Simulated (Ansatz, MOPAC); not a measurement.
Molecule: GaBr2, charge 1, multiplicity 1. SMILES: [Br][Ga+][Br]

Atoms: Ga1, Br2, Br3. Bonds: Ga1-Br2, Ga1-Br3.

Bond lengths (Å) and angles (degrees) optimised at AM1 with MOPAC; HF/3-21G with Ansatz (a program for electronic structure); HF/LANL2DZ with Ansatz; MP2/LANL2DZ with Ansatz, each started from the B3LYP-D3(BJ)/def2-TZVP structure (Ansatz) of the last column. A row stands for all coordinates that are equal there. No wavenumbers were computed at MP2/LANL2DZ, so these may be saddle points.

```json
[
 {"coordinate": "Ga1-Br2", "AM1": "1.991", "HF/3-21G": "2.252", "HF/LANL2DZ": "2.252", "MP2/LANL2DZ": "2.265", "B3LYP-D3(BJ)/def2-TZVP": "2.184"},
 {"coordinate": "Br2-Ga1-Br3", "AM1": "180.0", "HF/3-21G": "180.0", "HF/LANL2DZ": "180.0", "MP2/LANL2DZ": "180.0", "B3LYP-D3(BJ)/def2-TZVP": "180.0"}
]
```

Mean signed difference of all 2 bond lengths from B3LYP-D3(BJ)/def2-TZVP: AM1 -0.193 Å, HF/3-21G 0.068 Å, HF/LANL2DZ 0.068 Å, MP2/LANL2DZ 0.081 Å.
